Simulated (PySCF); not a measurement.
Ge(F)2(Br)(OH) (BrF2GeHO), SMILES [OH][Ge]([Br])([F])[F]. Atoms are numbered in the order given.

```xyz
6

O      1.6434     1.2488     0.0000
Ge     0.0058     0.6516     0.0000
F     -0.8576     1.2685     1.3556
F     -0.8576     1.2685    -1.3556
Br     0.0121    -1.5969     0.0000
H      1.6776     2.2175     0.0000
```

The structure is a stationary point at r2SCAN-D4/def2-SVP. The values are those of a single conformer.

These are PySCF with PBE/pcSseg-1 values and carry that method's errors.

GIAO shieldings, no solvent; atoms alike by connectivity are averaged. δ = σ(ref) − σ: ¹⁷O against H2O (σ = 334.3 ppm); ⁷³Ge against GeH4 (σ = 1614.4 ppm); ¹⁹F against CFCl3 (σ = 133.6 ppm); ¹H against TMS (σ = 31.49 ppm), references at their B3LYP-D3(BJ)/def2-TZVP geometries, non-relativistic (without spin–orbit terms, shifts of atoms bonded to Cl or Br come out too high).

Computed chemical shifts:
```
nucleus   atoms  count  δ (ppm)
-------  ------  -----  -------
¹⁷O          O1      1     92.1
⁷³Ge        Ge2      1    364.5
¹⁹F      F3, F4      2   -121.3
¹H           H6      1     2.75
```
